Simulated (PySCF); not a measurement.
**Spinor energies of F (fluorine, neutral)**

Start: [He] 2s2 2p5; 2p1/2 filled at m_j = -1/2, +1/2; 2p3/2 filled at m_j = -1/2, +1/2, +3/2. Calculated with PySCF 2.14 in an uncontracted even-tempered set (21 s from 0.019 bohr⁻², ratio 2.4; 14 p from 0.025 bohr⁻², ratio 2.4; 6 d from 1.2 bohr⁻², ratio 2.6; 5 f from 1.8 bohr⁻², ratio 2.6): generalised Hartree-Fock with the X2C-1e Hamiltonian and a Gaussian nucleus; one run each with spin-orbit coupling (SO) switched off, then screened by Boettger's factors.

```tsv
spinor shell	electrons	ε, spin-free (eV)	ε, screened SO (eV)	weight of nominal j (screened SO)	rms radius, screened SO (bohr)
1s1/2	2	-718.59	-718.58	1.000	0.204
2s1/2	2	-42.902	-42.899	1.000	1.10
2p1/2	2	-19.902	-19.864	0.662	1.25
2p3/2	3	-19.902	-19.929	0.774	1.24
```

```tsv
quantity	spin-free	screened SO
E (hartree)	-99.49924	-99.49993
M_J	3/2	3/2
⟨J²⟩	3.756	3.756
⟨L²⟩	2.003	2.003
⟨S²⟩	0.754	0.754
```

Each row is a mean over spinors that exchange with the open shell spreads, by up to 5.361 eV (2s1/2).

Rows whose weight is well below 1 are mixtures of j = l ± 1/2: exchange outweighs spin-orbit coupling there, and the label is only the starting occupation.

Without spin-orbit coupling the j labels of p, d and f shells carry no meaning; the spin-free column gives the mean over the occupied spinors of each nl shell.
